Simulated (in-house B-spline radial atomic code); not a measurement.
Successive ionisation energies of dysprosium; each step leads to the configuration of the next row (after the last: bare). NIST's values go from ground level to ground level; the uncertainty of those that are theory runs from under 0.1 % in few-electron ions to several per cent in heavy many-electron ones. Computed with a B-spline radial code for spherical atoms: non-relativistic Hartree-Fock, average of the configuration, point nuclei.

This level leaves out relativity, spin-orbit splitting included, which matters for heavy ions.

```json
{"ion": "Dy52+", "configuration": "[Ne] 3s2 3p2", "ionisation energy (eV)": "4683.6", "tabulated value (eV)": "4945", "tabulated kind": "tabulated theory", "computed minus tabulated (eV)": "-261", "highest orbital": "3p", "largest mean radius (bohr)": "0.22766"}
{"ion": "Dy53+", "configuration": "[Ne] 3s2 3p1", "ionisation energy (eV)": "4792.2", "tabulated value (eV)": "5066", "tabulated kind": "tabulated theory", "computed minus tabulated (eV)": "-274", "highest orbital": "3p", "largest mean radius (bohr)": "0.22672"}
{"ion": "Dy54+", "configuration": "[Ne] 3s2", "ionisation energy (eV)": "4997.2", "tabulated value (eV)": "5296", "tabulated kind": "tabulated theory", "computed minus tabulated (eV)": "-299", "highest orbital": "3s", "largest mean radius (bohr)": "0.22579"}
{"ion": "Dy55+", "configuration": "[Ne] 3s1", "ionisation energy (eV)": "5105.4", "tabulated value (eV)": "5412", "tabulated kind": "tabulated theory", "computed minus tabulated (eV)": "-307", "highest orbital": "3s", "largest mean radius (bohr)": "0.22475"}
{"ion": "Dy56+", "configuration": "[He] 2s2 2p6", "ionisation energy (eV)": "11996.1", "tabulated value (eV)": "12081", "tabulated kind": "tabulated theory", "computed minus tabulated (eV)": "-85", "highest orbital": "2p", "largest mean radius (bohr)": "0.095679"}
{"ion": "Dy57+", "configuration": "[He] 2s2 2p5", "ionisation energy (eV)": "12285.3", "tabulated value (eV)": "12370", "tabulated kind": "tabulated theory", "computed minus tabulated (eV)": "-85", "highest orbital": "2p", "largest mean radius (bohr)": "0.095232"}
{"ion": "Dy58+", "configuration": "[He] 2s2 2p4", "ionisation energy (eV)": "12577.3", "tabulated value (eV)": "12690", "tabulated kind": "tabulated theory", "computed minus tabulated (eV)": "-113", "highest orbital": "2p", "largest mean radius (bohr)": "0.094788"}
{"ion": "Dy59+", "configuration": "[He] 2s2 2p3", "ionisation energy (eV)": "12872.1", "tabulated value (eV)": "12986", "tabulated kind": "tabulated theory", "computed minus tabulated (eV)": "-114", "highest orbital": "2p", "largest mean radius (bohr)": "0.094349"}
{"ion": "Dy60+", "configuration": "[He] 2s2 2p2", "ionisation energy (eV)": "13169.7", "tabulated value (eV)": "14144", "tabulated kind": "tabulated theory", "computed minus tabulated (eV)": "-974", "highest orbital": "2p", "largest mean radius (bohr)": "0.093913"}
{"ion": "Dy61+", "configuration": "[He] 2s2 2p1", "ionisation energy (eV)": "13470.1", "tabulated value (eV)": "14495", "tabulated kind": "tabulated theory", "computed minus tabulated (eV)": "-1025", "highest orbital": "2p", "largest mean radius (bohr)": "0.093481"}
{"ion": "Dy62+", "configuration": "[He] 2s2", "ionisation energy (eV)": "13844.4", "tabulated value (eV)": "14936", "tabulated kind": "tabulated theory", "computed minus tabulated (eV)": "-1092", "highest orbital": "2s", "largest mean radius (bohr)": "0.093052"}
{"ion": "Dy63+", "configuration": "[He] 2s1", "ionisation energy (eV)": "14108.8", "tabulated value (eV)": "15228.06", "tabulated kind": "tabulated theory", "computed minus tabulated (eV)": "-1119", "highest orbital": "2s", "largest mean radius (bohr)": "0.092656"}
{"ion": "Dy64+", "configuration": "1s2", "ionisation energy (eV)": "58147.0", "tabulated value (eV)": "61736.62", "tabulated kind": "tabulated theory", "computed minus tabulated (eV)": "-3590", "highest orbital": "1s", "largest mean radius (bohr)": "0.022857"}
{"ion": "Dy65+", "configuration": "1s1", "ionisation energy (eV)": "59266.4", "tabulated value (eV)": "63073.23", "tabulated kind": "tabulated theory", "computed minus tabulated (eV)": "-3807", "highest orbital": "1s", "largest mean radius (bohr)": "0.022727"}
```

**Question.** Where is the largest jump?

**Answer.** From Dy63+ to Dy64+, by a factor of 4.12 (14109 to 58147 eV); the highest orbital goes from 2s to 1s.
